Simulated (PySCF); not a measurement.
**Partial charges of `C[SiH2]NC(C)=O`**

Compound: C3H9NOSi.
Geometry (PBE0-D3(BJ)/def2-SVP, Å), atoms numbered from 1 in this order:
```xyz
15
C3H9NOSi angstrom
C     -2.3215    0.4694    0.6320
Si    -1.3259   -0.4628   -0.6418
N      0.3561   -0.7230   -0.1277
C      1.1601    0.3637    0.0800
C      2.5857    0.0844    0.4916
O      0.7216    1.4908   -0.0606
H     -1.8712    1.4609    0.7842
H     -3.3596    0.6002    0.2885
H     -2.3377   -0.0652    1.5937
H     -1.3484    0.2271   -1.9631
H     -1.8403   -1.8571   -0.8178
H      0.7541   -1.6464   -0.0055
H      3.1354    1.0309    0.5406
H      3.0772   -0.5919   -0.2245
H      2.6091   -0.3998    1.4804
```

Density: PBE0/pcSseg-1 (PySCF); schemes: Mulliken, IAO, Hirshfeld and ESP-fitted. Isolated species at its PBE0-D3(BJ)/def2-SVP geometry (one conformer only).

**Question.** Tabulate the Mulliken, IAO, Hirshfeld and ESP-fitted charges.

**Answer.** In e; atoms taken as equivalent share a row and are averaged (×n: the atom named and its like, n in all):

```csv
atom,environment,Mulliken,IAO,Hirshfeld,ESP-fitted
C1,Si-methyl carbon,-0.637,-0.727,-0.213,-0.603
Si2,SiH2 silicon,+0.745,+0.890,+0.377,+0.773
N3,amide nitrogen,-0.646,-0.613,-0.208,-0.819
C4,amide carbonyl carbon,+0.367,+0.446,+0.182,+0.838
C5,methyl carbon next to a carbonyl,-0.268,-0.470,-0.120,-0.639
O6,amide oxygen,-0.438,-0.494,-0.272,-0.568
H7/H8/H9,methyl hydrogen,+0.152,+0.161,+0.045,+0.153
H10/H11,Si–H hydrogen,-0.101,-0.135,-0.085,-0.163
H12,amide N–H hydrogen,+0.200,+0.270,+0.130,+0.369
H13/H14/H15,methyl hydrogen,+0.142,+0.162,+0.053,+0.171
```

Mean size of the charges over all atoms: ESP-fitted 0.394 e, IAO 0.343 e, Mulliken 0.292 e, Hirshfeld 0.131 e. Each set sums to the total charge, 0, to within 0.001 e. The IAO scheme projects the occupied orbitals on a minimal set of polarised atomic orbitals and counts the electrons in each atom's part of it.

Some averages cover members that differ in this geometry: H10/H11, Mulliken -0.124 to -0.079; H7/H8/H9, ESP-fitted +0.139 to +0.175; H7/H8/H9, Mulliken +0.142 to +0.172; H10/H11, ESP-fitted -0.175 to -0.150 e.

Lowest charge. The schemes don't all agree: Mulliken N3 (-0.646); IAO C1 (-0.727); Hirshfeld O6 (-0.272); ESP-fitted N3 (-0.819).

Highest charge. The schemes don't all agree: Mulliken Si2 (+0.745); IAO Si2 (+0.890); Hirshfeld Si2 (+0.377); ESP-fitted C4 (+0.838).

**Question.** How many electrons does the ESP-fitted scheme count on O6?

**Answer.** Z − q = 8 − (-0.568) = 8.568.

**Question.** Sum the charges by element, for elements with more than one atom.

**Answer.** 
```
element  atoms  Mulliken     IAO  Hirshfeld  ESP-fitted
      C      3    -0.538  -0.751     -0.151      -0.405
      H      9    +0.878  +0.969     +0.254      +1.018
```

**Question.** How closely do the schemes follow one another over all atoms?

**Answer.** Correlation coefficient and root-mean-square difference: Mulliken with IAO 0.99, 0.077 e; IAO with Hirshfeld 0.97, 0.263 e; Mulliken with Hirshfeld 0.97, 0.209 e; IAO with ESP-fitted 0.96, 0.134 e; Mulliken with ESP-fitted 0.95, 0.172 e; Hirshfeld with ESP-fitted 0.94, 0.328 e.

The run behind these numbers computed NMR shieldings as well. Time: 39 s of wall time (with the writing of density and orbital grids); peak memory 0.91 GiB. Hardware: Arm Neoverse N1, one thread (shared host).
